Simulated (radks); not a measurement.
The numbers below are computed, except where a source is named.
Problem. Ionisation of Ne2+, [He] 2s2 2p4, to Ne3+, [He] 2s2 2p3, under several functionals. Dirac Kohn-Sham, spin-unpolarised, spherical densities, finite nucleus; open shells fill j = l - 1/2 first; a radial shooting solver on a logarithmic mesh with Libxc functionals. Known Delta-SCF values: HCTH/407 67.985 eV; revPBE 67.303 eV. What does exchange-only PBE give, and what is its highest occupied eigenvalue?

Solution. 66.200 eV by Delta-SCF; the 2p3/2 eigenvalue is -53.609 eV. NIST: 63.423 eV (measured).

Beside tabulated values, note that spin-unpolarised runs miss the spin-polarisation part of the exchange energy of open shells.
